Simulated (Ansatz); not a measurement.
The cluster Ni2O2⁺. The state is a doublet with charge 1. Geometry relaxed at r2SCAN-D4/def2-SVP.

```csv
atom,x (Å),y (Å),z (Å)
Ni1,-1.2017,0.0354,0.1863
Ni2,1.2993,-0.0477,-0.2173
O3,-0.1912,-0.5485,-1.0764
O4,0.0936,0.5609,1.1074
```

The charge 1 doublet is spin-contaminated (final ⟨S²⟩ up to 1.81, 0.75 for a pure state). The geometry of the doublet was relaxed on an unsound state (⟨S²⟩ 1.73, where a pure state has 0.75). At PBE0-D4/def2-TZVP a quartet of charge 1 lies 0.14 eV below the doublet, each at its own geometry. That quartet is doubtful there (⟨S²⟩ 4.11, where a pure state has 3.75). The structure comes from a short search, and lower isomers may exist.

(1) Estimate the harmonic wavenumbers at UKS r2SCAN-D4/def2-SVP (Ansatz, unscaled). Is this a minimum?

Answers

(1) 198, 244, 346, 513, 646, 748 cm⁻¹. Yes, no mode is imaginary beyond noise. Zero-point energy 16.1 kJ/mol. Run time 82 s (4 threads of Arm Neoverse V1 on a shared host).
